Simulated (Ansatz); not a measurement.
Reaction (formal exchange of groups at a B–Si bond): `C=NB(F)[SiH3]` + `C=CCS` → `C=NBF` + `C=CCS[SiH3]`

Isolated molecules relaxed with PBE0-D4/def2-TZVP in Ansatz; ΔE leaves out vibrations. CBS: MP2 limit from def2 TZ/QZ plus the TZ coupled-cluster correction, frozen cores. DFT in def2-TZVPP. One conformer a species, not always the lowest.

`C=NB(F)[SiH3]`:

Cartesian coordinates in Å:
```
C 2.103 0.497 0.502
N 0.874 0.414 0.649
B -0.484 0.277 0.716
F -1.148 0.705 1.803
Si -1.475 -0.576 -0.835
H 2.776 -0.302 0.829
H 2.568 1.376 0.042
H -2.486 0.364 -1.394
H -2.193 -1.802 -0.388
H -0.534 -0.955 -1.924
```

`C=CCS`:

Cartesian coordinates in Å:
```
C 1.572 -0.412 -0.417
C 0.290 -0.547 -0.111
C -0.715 0.546 -0.201
S -1.421 1.012 1.413
H 1.975 0.536 -0.760
H 2.265 -1.241 -0.334
H -0.082 -1.509 0.235
H -0.257 1.462 -0.581
H -1.536 0.284 -0.872
H -2.090 -0.131 1.627
```

`C=NBF`:

Cartesian coordinates in Å:
```
C 1.267 -0.256 0.216
N 0.069 -0.011 0.026
B -1.251 0.239 -0.237
F -1.989 0.951 0.623
H 2.058 0.414 -0.141
H 1.594 -1.155 0.753
H -1.748 -0.182 -1.240
```

`C=CCS[SiH3]`:

```xyz
13

C    -0.434    0.861    1.631
C     0.576    0.123    1.191
C     1.334    0.414   -0.053
S     1.175   -0.923   -1.298
Si   -0.941   -0.959   -1.549
H    -0.760    1.750    1.101
H    -0.970    0.603    2.537
H     0.874   -0.770    1.733
H     1.017    1.357   -0.500
H     2.408    0.469    0.139
H    -1.664   -1.591   -0.418
H    -1.160   -1.759   -2.780
H    -1.456    0.424   -1.734
```

```csv
level,ΔE (eV)
PBE-D4,-0.70
PBE0,-0.71
MP2/def2-TZVPP,-0.88
MP2/def2-QZVPP,-0.91
```

Task: What does CCSD(T)/CBS give? (An estimate is asked.)

Result: Ansatz gave: -0.81 eV. The listed levels differ from it by 0.11, 0.10, -0.07, -0.10 eV.

Largest T1 diagnostic among the species: 0.015.

From PBE to PBE0 (25 % exact exchange), in def2-TZVPP and without D4, ΔE moves by −0.06 eV. The D4 term adds −0.08 eV with B3LYP and −0.04 eV with PBE0; it sums over pairs of atoms, weighted by their polarisabilities, and B3LYP, whose exchange is more repulsive, gets the larger term.

B3LYP here is the variant with VWN-RPA as its local correlation; programs differ in this.
